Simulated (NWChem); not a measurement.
System: SiNH₂Br, singlet; SMILES N[Si]Br

Input file for NWChem:

```
start job
memory heap 200 mb stack 900 mb global 1100 mb
geometry units angstroms
  Si    -0.770200    -0.844398     0.924293
  Br     0.418343     0.722140    -0.262865
  N     -0.736744    -2.069189    -0.260898
  H     -0.294598    -1.998456    -1.167303
  H     -1.170214    -2.966102    -0.123392
end
basis spherical
  * library 6-31g*
end
dft
  xc b3lyp
  iterations 150
end
driver
  maxiter 120
end
task dft optimize
task dft freq
```

Output (shortened):

```
             Northwest Computational Chemistry Package (NWChem) 7.3.0
             --------------------------------------------------------

 CS  symmetry detected

                             Geometry "geometry" -> ""
                             -------------------------

 Output coordinates in angstroms (scale by  1.889725989 to convert to a.u.)

  No.       Tag          Charge          X              Y              Z
 ---- ---------------- ---------- -------------- -------------- --------------
    1 Si                  14.0000     0.71189970     1.18279369     0.00000000
    2 Br                  35.0000    -0.04585390    -0.98557652     0.00000000
    3 N                    7.0000    -0.81783534     1.93500426     0.00000000
    4 H                    1.0000    -1.70840889     1.45652226     0.00000000
    5 H                    1.0000    -0.92845301     2.93451454     0.00000000

 Effective nuclear repulsion energy (a.u.)     210.8976884613

      Symmetry information
      --------------------

 Group name             Cs
 Group number              2
 Group order               2
 No. of unique centers     5

                                Z-matrix (autoz)
                                --------

 Units are Angstrom for bonds and degrees for angles

      Type          Name      I     J     K     L     M      Value
      ----------- --------  ----- ----- ----- ----- ----- ----------
    1 Stretch                  1     2                       2.29696
    2 Stretch                  1     3                       1.70467
    3 Stretch                  3     4                       1.01097
    4 Stretch                  3     5                       1.00561
    5 Bend                     1     3     4               125.56747
    6 Bend                     1     3     5               122.49988
    7 Bend                     2     1     3                96.92219
    8 Bend                     4     3     5               111.93265
    9 Torsion                  2     1     3     4           0.00000
   10 Torsion                  2     1     3     5         180.00000

                           NWChem Geometry Optimization
                           ----------------------------

 maximum gradient threshold         (gmax) =   0.000450
 rms gradient threshold             (grms) =   0.000300
 maximum cartesian step threshold   (xmax) =   0.001800
 rms cartesian step threshold       (xrms) =   0.001200
 fixed trust radius                (trust) =   0.300000
 source of zmatrix                         =   autoz

          -------------------
          Energy Minimization
          -------------------

 Using diagonal initial Hessian
 Scaling for Hessian diagonals: bonds = 1.00  angles = 0.25  torsions = 0.10

          --------
          Step   0

                                 NWChem DFT Module
                                 -----------------

 Summary of "ao basis" -> "ao basis" (spherical)
 ------------------------------------------------------------------------------
       Tag                 Description            Shells   Functions and Types
 ---------------- ------------------------------  ------  ---------------------
 Si                          6-31g*                  8       18   4s3p1d
 Br                          6-31g*                 12       32   5s4p3d
 N                           6-31g*                  6       14   3s2p1d
 H                           6-31g*                  2        2   2s

      Symmetry analysis of basis
      --------------------------

        a'         49
        a"         19

            General Information
            -------------------
          SCF calculation type: DFT
          Wavefunction type:  closed shell.
          No. of atoms     :     5
          No. of electrons :    58
           Alpha electrons :    29
            Beta electrons :    29
          Charge           :     0
          Spin multiplicity:     1
          Use of symmetry is: on ; symmetry adaption is: on
          Maximum number of iterations: 150
          AO basis - number of functions:    68
                     number of shells:    30
          Convergence on energy requested:  1.00D-06
          Convergence on density requested:  1.00D-05
          Convergence on gradient requested:  5.00D-04

              XC Information
              --------------
                         B3LYP Method XC Potential
                     Hartree-Fock (Exact) Exchange  0.200
                        Slater Exchange Functional  0.800 local
                    Becke 1988 Exchange Functional  0.720 non-local
              Lee-Yang-Parr Correlation Functional  0.810
                  VWN I RPA Correlation Functional  0.190 local

[...]

      ----------------------
      Optimization converged
      ----------------------

  Step       Energy      Delta E   Gmax     Grms     Xrms     Xmax
  ---- ---------------- -------- -------- -------- -------- --------
@    6   -2919.37035140 -6.4D-08  0.00001  0.00000  0.00003  0.00008
                                     ok       ok       ok       ok

                                Z-matrix (autoz)
                                --------

 Units are Angstrom for bonds and degrees for angles

      Type          Name      I     J     K     L     M      Value     Gradient
      ----------- --------  ----- ----- ----- ----- ----- ---------- ----------
    1 Stretch                  1     2                       2.31586   -0.00000
    2 Stretch                  1     3                       1.71904   -0.00000
    3 Stretch                  3     4                       1.01563    0.00001
    4 Stretch                  3     5                       1.01564   -0.00000
    5 Bend                     1     3     4               126.78355   -0.00000
    6 Bend                     1     3     5               120.62080   -0.00000
    7 Bend                     2     1     3                98.08122    0.00000
    8 Bend                     4     3     5               112.59565    0.00000
    9 Torsion                  2     1     3     4           0.00000    0.00000
   10 Torsion                  2     1     3     5         180.00000    0.00000

                         Geometry "geometry" -> "geometry"
                         ---------------------------------

 Output coordinates in angstroms (scale by  1.889725989 to convert to a.u.)

  No.       Tag          Charge          X              Y              Z
 ---- ---------------- ---------- -------------- -------------- --------------
    1 Si                  14.0000     0.70824947     1.17789181     0.00000000
    2 Br                  35.0000    -0.01426882    -1.02237715     0.00000000
    3 N                    7.0000    -0.83337560     1.93847911     0.00000000
    4 H                    1.0000    -1.73865874     1.47808520     0.00000000
    5 H                    1.0000    -0.91059774     2.95117927     0.00000000

 Effective nuclear repulsion energy (a.u.)     208.6783291579

      Symmetry information
      --------------------

 Group name             Cs
 Group number              2
 Group order               2
 No. of unique centers     5

                Final and change from initial internal coordinates
                --------------------------------------------------

                                Z-matrix (autoz)
                                --------

 Units are Angstrom for bonds and degrees for angles

[...]

 Rotational Constants
 --------------------
 A=   0.614010 cm-1  (  0.883404 K)
 B=   0.091804 cm-1  (  0.132083 K)
 C=   0.079863 cm-1  (  0.114903 K)

 Temperature                      =   298.15K
 frequency scaling parameter      =   1.0000

 Zero-Point correction to Energy  =   17.216 kcal/mol  (  0.027435 au)
 Thermal correction to Energy     =   19.893 kcal/mol  (  0.031701 au)
 Thermal correction to Enthalpy   =   20.485 kcal/mol  (  0.032645 au)

 Total Entropy                    =   70.357 cal/mol-K
   - Translational                =   40.339 cal/mol-K (mol. weight = 123.9121)
   - Rotational                   =   25.375 cal/mol-K (symmetry #  =        1)
   - Vibrational                  =    4.643 cal/mol-K

 Cv (constant volume heat capacity) =   12.983 cal/mol-K
   - Translational                  =    2.979 cal/mol-K
   - Rotational                     =    2.979 cal/mol-K
   - Vibrational                    =    7.024 cal/mol-K

[normal modes left out]

 ----------------------------------------------------------------------------
 Normal Eigenvalue ||           Projected Infra Red Intensities
  Mode   [cm**-1]  || [atomic units] [(debye/angs)**2] [(KM/mol)] [arbitrary]
 ------ ---------- || -------------- ----------------- ---------- -----------
    1       -0.000 ||    0.000017           0.000         0.016       0.004
    2       -0.000 ||    0.004779           0.110         4.659       1.220
    3       -0.000 ||    0.000742           0.017         0.723       0.189
    4       -0.000 ||    0.000453           0.010         0.442       0.116
    5        0.000 ||    0.000403           0.009         0.393       0.103
    6        0.000 ||    0.001658           0.038         1.616       0.423
    7      219.738 ||    0.004174           0.096         4.069       1.065
    8      365.194 ||    0.064421           1.486        62.801      16.442
    9      507.991 ||    0.026788           0.618        26.114       6.837
   10      548.425 ||    0.220433           5.086       214.889      56.262
   11      773.004 ||    0.049628           1.145        48.380      12.667
   12      865.131 ||    0.077566           1.790        75.615      19.798
   13     1607.857 ||    0.069003           1.592        67.268      17.612
   14     3527.743 ||    0.032083           0.740        31.276       8.189
   15     3633.166 ||    0.035545           0.820        34.651       9.072
 ----------------------------------------------------------------------------
```

Level: B3LYP/6-31G* (spherical d). Low-valent species are run as closed-shell singlets; no triplet was tried in these runs. This build's default masses of Se (78.918 u) and Br (79.917 u) are each other's, which moves their modes by up to 0.6 %.
